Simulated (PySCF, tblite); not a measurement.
Compound: C8H16P (charge +1).
SMILES with atom numbers: `[CH:1]#[C:2][PH+:3]([CH:4]([CH3:5])[CH3:6])[CH:7]([CH3:8])[CH3:9]` (hydrogens: H10 on C1; H11 on P3; H12 on C4; H13, H14, H15 on C5; H16, H17, H18 on C6; H19 on C7; H20, H21, H22 on C8; H23, H24, H25 on C9)

Structure optimised with GFN2-xTB, isolated species.

Question: List the bond lengths, angles and torsions at this level.

Answer: 
```tsv
bond	length (Å)	order
C1≡C2	1.203	triple
C2–P3	1.741	single
P3–C4, P3–C7	1.834	single
C4–C5, C7–C8	1.527	single
C4–C6, C7–C9	1.527	single
C1–H10	1.054	single
P3–H11	1.382	single
C4–H12, C7–H19	1.097	single
C5–H13 and 5 like bonds	1.089	single
C6–H16 and 5 like bonds	1.089	single
```

Bonds in one row agree within 0.01 Å and their mean is given. Orders are formal, as drawn. A selection of angles:
```tsv
angle	degrees
C2–C1–H10	179.3
C1–C2–P3	178.7
C2–P3–C4	109.6
C2–P3–H11	105.2
C4–P3–C7	116.5
C4–P3–H11	107.6
P3–C4–C5	108.1
P3–C4–C6	109.1
P3–C4–H12	107.2
C5–C4–C6	112.4
C5–C4–H12	109.6
C6–C4–H12	110.3
C4–C5–H13	109.6
C4–C5–H14	111.1
H13–C5–H14	108.0
H14–C5–H15	108.7
C4–C6–H16	110.9
C4–C6–H17	109.5
H16–C6–H17	107.8
H16–C6–H18	108.8
P3–C7–C8	109.4
P3–C7–C9	108.2
C8–C7–C9	112.6
```

Torsions: C2–P3–C4–C5 58° (synclinal); C2–P3–C7–C8 66° (synclinal). The mirror-image conformer, all signs reversed, is as good.

P3 (phosphonium phosphorus) is distorted tetrahedral (angles from 105.2° to 116.5°). The 5 C–C bonds span 1.203 Å (C1≡C2, drawn triple) to 1.528 Å (C4–C5, drawn single), a spread of 0.325 Å. The 3 C–P bonds span 1.741 Å (C2–P3, drawn single) to 1.834 Å (P3–C7, drawn single), a spread of 0.093 Å. Of the pairs four or more bonds apart, C2···H15 is among the closest relative to their van der Waals radii: 2.81 Å, 97 % of the sum of Bondi's values.

Point group: C1 (no symmetry element, even within 0.4 Å). Its GFN2-xTB frequencies are all real (lowest 47 cm⁻¹).

All values are computed, not measured.
